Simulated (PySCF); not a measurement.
Record of a relaxation.

Species: C7H7Br.
Bonds: C1–C2, C2–C3, C3–C4 (triple), C4–C5, C5–C6 (triple), C6–C7, C7–Br8. Hydrogens: H9, H10, H11 on C1; H12, H13 on C2; H14, H15 on C7.

Computed by this run: B3LYP/6-31G* geometry optimisation, gas phase in PySCF 2.14.0; density fitting, grid level 1; the optimiser is geomeTRIC in internal coordinates, started from a GFN2-xTB structure. The frame can shift and turn from step to step; on so coarse a grid that alone can change the energy by a few meV, and forces under 0.02 eV/Å are noise.

Step 0: E = -77408.5568 eV, largest atomic force 0.540 eV/Å
```
atom  x, y, z in Å  |  force x, y, z in eV/Å
C1     -2.998   -0.931    0.657   -0.108  -0.024   0.052
C2     -2.028    0.036    1.338   -0.101  -0.033   0.018
C3     -0.812    0.185    0.576   -0.245   0.047   0.228
C4      0.192    0.283   -0.087    0.519   0.028  -0.147
C5      1.337    0.405   -0.804   -0.508   0.031   0.056
C6      2.328    0.537   -1.482    0.482  -0.009  -0.169
C7      3.549    0.657   -2.214   -0.038   0.091  -0.136
Br8     5.075   -0.179   -1.237    0.236  -0.089   0.047
H9     -3.905   -1.030    1.249   -0.250  -0.054   0.112
H10    -2.544   -1.913    0.549    0.057  -0.213  -0.044
H11    -3.265   -0.565   -0.332   -0.088   0.029  -0.208
H12    -1.773   -0.333    2.337   -0.069   0.062   0.189
H13    -2.499    1.018    1.450   -0.082   0.087   0.172
H14     3.837    1.700   -2.354    0.090  -0.005  -0.105
H15     3.501    0.139   -3.173    0.106   0.052  -0.065
```

Step 1: E = -77408.5944 eV, largest atomic force 0.302 eV/Å
```
atom  x, y, z in Å  |  force x, y, z in eV/Å
C1     -2.967   -1.041    0.572   -0.018  -0.033  -0.035
C2     -1.967   -0.071    1.230   -0.059   0.034   0.065
C3     -0.741    0.094    0.458    0.050  -0.031   0.086
C4      0.283    0.205   -0.189   -0.122   0.085  -0.231
C5      1.408    0.344   -0.947    0.142  -0.097   0.248
C6      2.438    0.453   -1.586   -0.040   0.045  -0.114
C7      3.636    0.592   -2.362    0.083  -0.009   0.002
Br8     5.223   -0.303   -1.488   -0.031   0.018  -0.023
H9     -3.871   -1.126    1.185    0.005   0.004   0.006
H10    -2.527   -2.037    0.463   -0.007  -0.002   0.001
H11    -3.256   -0.687   -0.422   -0.007  -0.004   0.003
H12    -1.715   -0.428    2.238    0.011   0.008  -0.019
H13    -2.443    0.911    1.368    0.015  -0.013  -0.003
H14     3.949    1.631   -2.480   -0.008   0.008   0.008
H15     3.568    0.117   -3.342   -0.013  -0.012   0.005
```

Step 2: E = -77408.5986 eV, largest atomic force 0.172 eV/Å
```
atom  x, y, z in Å  |  force x, y, z in eV/Å
C1     -2.974   -1.043    0.574    0.002  -0.004  -0.005
C2     -1.970   -0.072    1.227   -0.027   0.007  -0.002
C3     -0.742    0.091    0.454    0.061  -0.028   0.040
C4      0.282    0.202   -0.194   -0.090   0.050  -0.117
C5      1.419    0.336   -0.935    0.101  -0.054   0.129
C6      2.447    0.451   -1.579   -0.079   0.032  -0.056
C7      3.641    0.596   -2.362    0.050  -0.013   0.017
Br8     5.235   -0.293   -1.502   -0.004   0.003  -0.004
H9     -3.874   -1.124    1.192    0.001   0.001   0.003
H10    -2.537   -2.040    0.465    0.001   0.002   0.003
H11    -3.267   -0.691   -0.420    0.000   0.003   0.003
H12    -1.714   -0.427    2.235    0.004  -0.001  -0.004
H13    -2.442    0.911    1.365    0.002  -0.003  -0.003
H14     3.947    1.636   -2.479   -0.012   0.001  -0.004
H15     3.566    0.120   -3.341   -0.010   0.004   0.000
```

Step 3: E = -77408.6001 eV, largest atomic force 0.030 eV/Å
```
atom  x, y, z in Å  |  force x, y, z in eV/Å
C1     -2.978   -1.045    0.575    0.003   0.005   0.006
C2     -1.971   -0.074    1.223    0.005   0.002  -0.022
C3     -0.743    0.086    0.450    0.001  -0.015   0.019
C4      0.280    0.198   -0.200    0.002   0.004   0.010
C5      1.429    0.329   -0.924   -0.004  -0.001  -0.003
C6      2.451    0.450   -1.573   -0.010   0.011  -0.026
C7      3.644    0.600   -2.360    0.006  -0.013   0.025
Br8     5.245   -0.282   -1.510   -0.004   0.004  -0.001
H9     -3.876   -1.123    1.196   -0.001  -0.003  -0.002
H10    -2.543   -2.043    0.468    0.000  -0.001  -0.002
H11    -3.274   -0.694   -0.419   -0.001  -0.001  -0.001
H12    -1.713   -0.428    2.231   -0.001   0.000   0.005
H13    -2.441    0.910    1.360   -0.001   0.004   0.001
H14     3.942    1.643   -2.478    0.002   0.001  -0.004
H15     3.564    0.127   -3.339    0.003   0.004  -0.004
```

Step 4: E = -77408.6003 eV, largest atomic force 0.027 eV/Å
```
atom  x, y, z in Å  |  force x, y, z in eV/Å
C1     -2.977   -1.046    0.574    0.002   0.003   0.003
C2     -1.971   -0.075    1.224    0.000   0.001  -0.010
C3     -0.742    0.084    0.452    0.007  -0.011   0.011
C4      0.280    0.198   -0.199   -0.003   0.006  -0.001
C5      1.427    0.330   -0.926    0.005  -0.004   0.006
C6      2.449    0.452   -1.576   -0.015   0.010  -0.020
C7      3.643    0.602   -2.360    0.006  -0.007   0.014
Br8     5.242   -0.281   -1.506   -0.001   0.002   0.000
H9     -3.876   -1.124    1.194    0.000  -0.001   0.000
H10    -2.542   -2.044    0.467    0.001  -0.001  -0.001
H11    -3.272   -0.695   -0.419    0.000   0.000  -0.001
H12    -1.714   -0.429    2.232   -0.002   0.000   0.002
H13    -2.441    0.909    1.360    0.000   0.001   0.000
H14     3.943    1.645   -2.478    0.000   0.001  -0.001
H15     3.566    0.128   -3.340    0.001   0.002  -0.001
```

Problem. Summarise the path.

Solution. The energy falls by 4.19 kJ/mol from step 0 to step 4; nine tenths of that is first reached at step 2. It falls at every step. The largest force goes from 0.540 to 0.027 eV/Å. Among the bonds C7–Br8 changes most, from 1.996 to 2.016 Å; the atoms move by 0.065 Å rms after alignment.

What follows is the cost of the whole optimisation. Time: 51 s of wall time; peak memory 0.61 GiB. Hardware: one thread, AMD EPYC 7R43 (x86_64) (shared host).
